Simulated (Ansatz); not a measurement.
Compare A (`[SiH3][CH2][GeH2][SH]`) with its isomer B (`[SiH3][GeH2][CH2]S`).

Program: Ansatz. Geometries: PBE0-D4/def2-TZVP. ΔE: electronic, gas phase. CCSD(T)/CBS adds triple-zeta CCSD(T) − MP2 to the extrapolated MP2 energy (def2 sets, frozen cores). DFT in def2-TZVPP. B3LYP here is the variant with VWN-RPA as its local correlation; programs differ in this. For Ge outer-core shells are correlated without core-valence functions, which leaves a few kJ/mol of doubt a bond. Scalar relativity is left out up to krypton. Each species was taken in one conformer, which may not be the lowest.

A:

Z-matrix (Å, degrees):
```
Si
C 1 1.874
H 1 1.484 2 110.7
H 1 1.489 2 109.9 3 119.7
H 1 1.487 2 110.3 3 -120.8
Ge 2 1.954 1 113.9 3 75.9
H 2 1.095 1 109.8 3 -163.9
H 2 1.094 1 109.8 3 -46.3
S 6 2.230 2 110.9 1 -42.2
H 6 1.536 2 110.7 1 72.5
H 6 1.540 2 111.1 1 -164.4
H 9 1.343 6 94.6 2 -62.0
```

B:

Z-matrix (Å, degrees):
```
Si
Ge 1 2.381
H 1 1.487 2 109.1
H 1 1.488 2 109.9 3 -119.0
H 1 1.484 2 111.1 3 120.7
C 2 1.969 1 108.4 3 -41.3
H 2 1.543 1 110.9 3 -158.7
H 2 1.544 1 112.3 3 80.5
S 6 1.808 2 111.6 1 -51.2
H 6 1.091 2 112.0 1 -176.5
H 6 1.092 2 108.6 1 64.5
H 9 1.343 6 97.5 2 -52.0
```

(1) Which is lower in electronic energy at CCSD(T)/CBS, and by how much? (Best estimate.)

(2) Give E(B) − E(A) in kJ/mol with PBE0-D4, CCSD/def2-TZVPP, r2SCAN-D4, CCSD(T)/def2-TZVPP, PBE-D4, MP2/def2-TZVPP, B3LYP-D4. (Best estimate.)

Largest T1 diagnostic: 0.011.

Results:

(1) The calculation gave: A, by 91.1 kJ/mol.

(2) Ansatz gave: PBE0-D4 86.2, CCSD/def2-TZVPP 93.6, r2SCAN-D4 90.4, CCSD(T)/def2-TZVPP 92.5, PBE-D4 80.4, MP2/def2-TZVPP 98.7, B3LYP-D4 88.4. None reverses the order clearly.

From PBE to PBE0 (25 % exact exchange), in def2-TZVPP and without D4, E(B) − E(A) moves by +5.9 kJ/mol. In def2-TZVPP, CCSD(T) changes the Hartree–Fock value by −9.7 kJ/mol (the triples alone add −1.0 kJ/mol) and MP2 by −3.5 kJ/mol.
